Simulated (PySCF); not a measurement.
CH₇NSi₃, SMILES [SiH3][Si@H]1N=C[SiH2]1. Geometry optimised at B3LYP-D3(BJ)/def2-SVP. The structure was generated by enumeration; whether it is a known compound was not checked.

Computed equilibrium geometry at B3LYP-D3(BJ)/def2-SVP (PySCF confirms it by a frequency run) as Cartesian coordinates in Å:
```xyz
12

Si     2.2173     0.7788     0.0534
Si     0.3782    -0.6731     0.2055
N     -0.8321    -0.0783     1.4285
C     -1.8662     0.2102     0.7149
Si    -1.5203    -0.2522    -1.1300
H      1.7207     2.1620    -0.2054
H      3.0233     0.7725     1.3092
H      3.0883     0.3578    -1.0849
H      0.8168    -2.0746     0.4769
H     -2.7680     0.6401     1.1954
H     -2.3460    -1.3817    -1.6564
H     -1.5656     0.8614    -2.1272
```
Charge 0, spin multiplicity 1.
